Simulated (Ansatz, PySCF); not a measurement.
dimethyl(silyl)silane (C2H10Si2), SMILES C[SiH](C)[SiH3]. Atoms are numbered in the order given.

```xyz
14

Si     1.6793    -0.4921     0.3717
Si    -0.3909     0.2297    -0.4766
C     -0.9894     1.7376     0.4874
C     -1.6510    -1.1713    -0.3734
H      2.7122     0.5891     0.2901
H      2.1934    -1.6828    -0.3771
H      1.5411    -0.8836     1.8122
H     -0.1960     0.6109    -1.9150
H     -0.2731     2.5713     0.4168
H     -1.9580     2.0907     0.0965
H     -1.1232     1.4959     1.5544
H     -1.8023    -1.4898     0.6708
H     -1.3243    -2.0503    -0.9511
H     -2.6265    -0.8481    -0.7732
```
Charge 0, spin multiplicity 1.

Coordinates come from a r2SCAN-D4/def2-SVP optimisation.

Two levels are set side by side: PBE-D3(BJ)/def2-SVP (Ansatz, a first-principles code) and r2SCAN-D4/def2-SVP (Ansatz). Each level has its own optimised geometry; the coordinates shown are those of the second. Frequencies come from the Hessian of PySCF at each geometry. Differences are taken from unrounded values.

```tsv
quantity	r2SCAN-D4
mean bond length (Å)	1.441
bond Si1–Si2 (Å)	2.351
bond Si2–C3 (Å)	1.887
bond Si2–C4 (Å)	1.887
bond Si1–H5 (Å)	1.498
bond Si1–H6 (Å)	1.498
bond Si1–H7 (Å)	1.499
bond Si2–H8 (Å)	1.501
bond C3–H9 (Å)	1.101
bond C3–H10 (Å)	1.103
bond C3–H11 (Å)	1.102
bond C4–H12 (Å)	1.102
bond C4–H13 (Å)	1.101
bond C4–H14 (Å)	1.103
highest harmonic wavenumber (cm⁻¹)	3143
mean harmonic wavenumber (cm⁻¹)	1297
zero-point energy (kcal/mol)	66.75
```

What does PBE-D3(BJ) give, and how far is it from r2SCAN-D4? (The exact figures need the calculation; the answer reports its results.)


| quantity | PBE-D3(BJ) | PBE-D3(BJ) minus r2SCAN-D4 |
|---|---|---|
| mean bond length (Å) | 1.449 | 0.008 |
| bond Si1–Si2 (Å) | 2.356 | 0.005 |
| bond Si2–C3 (Å) | 1.897 | 0.010 |
| bond Si2–C4 (Å) | 1.897 | 0.010 |
| bond Si1–H5 (Å) | 1.508 | 0.011 |
| bond Si1–H6 (Å) | 1.508 | 0.010 |
| bond Si1–H7 (Å) | 1.509 | 0.010 |
| bond Si2–H8 (Å) | 1.511 | 0.010 |
| bond C3–H9 (Å) | 1.109 | 0.007 |
| bond C3–H10 (Å) | 1.110 | 0.007 |
| bond C3–H11 (Å) | 1.109 | 0.007 |
| bond C4–H12 (Å) | 1.109 | 0.007 |
| bond C4–H13 (Å) | 1.109 | 0.007 |
| bond C4–H14 (Å) | 1.110 | 0.007 |
| highest harmonic wavenumber (cm⁻¹) | 3079 | -64 |
| mean harmonic wavenumber (cm⁻¹) | 1264 | -33 |
| zero-point energy (kcal/mol) | 65.07 | -1.68 |
